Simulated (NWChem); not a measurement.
Molecule: SeO2, triplet; SMILES of the neutral closed-shell parent O=[Se]=O

```xyz
3

O      1.2233     0.0000    -0.8225
Se     0.0000     0.0000     0.3870
O     -1.2233     0.0000    -0.8225
```
Atoms are numbered in this order, from 1.

All runs: NWChem. Spin-unrestricted. In the optimisation the excess spin sits in b1 and b2 (C2v, its own frame). Coordinates come from a PBE-D3(BJ)/def2-SVP, spin-unrestricted optimisation. This spin state was assumed; another may lie lower. No stability test was run on the SCF state. Vertical excitations in the gas phase. Excited states of an open shell can be spin-contaminated.

Problem. What does the run give for UHF/def2-SVP, CIS? Quantities: lowest excitation (eV); oscillator strength of that lowest state; lowest empty minus highest occupied level, either spin (eV).

Solution. 
* **lowest excitation (eV)**: 0.69
* **oscillator strength of that lowest state**: 0.000
* **lowest empty minus highest occupied level, either spin (eV)**: 10.61
